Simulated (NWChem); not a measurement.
Species: SiH2SOCl2; SMILES O[Si](S)(Cl)Cl

```xyz
7

O      0.1723     0.1095    -1.9570
Si     0.1058     0.0589    -0.3169
S      0.2654     2.0214     0.4402
Cl    -1.6405    -0.8916     0.2242
Cl     1.6600    -1.0024     0.4934
H     -0.1287    -0.6713    -2.4347
H     -0.7203     2.4876    -0.3602
```
Atoms are numbered in this order, from 1.

Level: PBE0/def2-SVP (NWChem), optimised geometry, unscaled harmonic frequencies. 

```tsv
frequency (cm⁻¹)	IR intensity (km/mol)
111	8.4
137	13.4
186	2.1
223	33.5
224	15.6
263	19.0
306	77.2
449	11.3
599	174.2
613	185.8
754	21.6
815	265.1
951	94.0
2710	1.9
3911	137.8
```

The zero-point energy is 17.5 kcal/mol, the thermal correction to the enthalpy at 298.15 K (with zero-point energy) is 22.8 kcal/mol and the heat capacity Cv is 23.9 cal/(mol K). The entropy at 298.15 K and 1 atm (symmetry number 1) comes out as 87.1 cal/(mol K). The dipole moment comes out as 2.00 D.

Rigid rotor and harmonic oscillator.
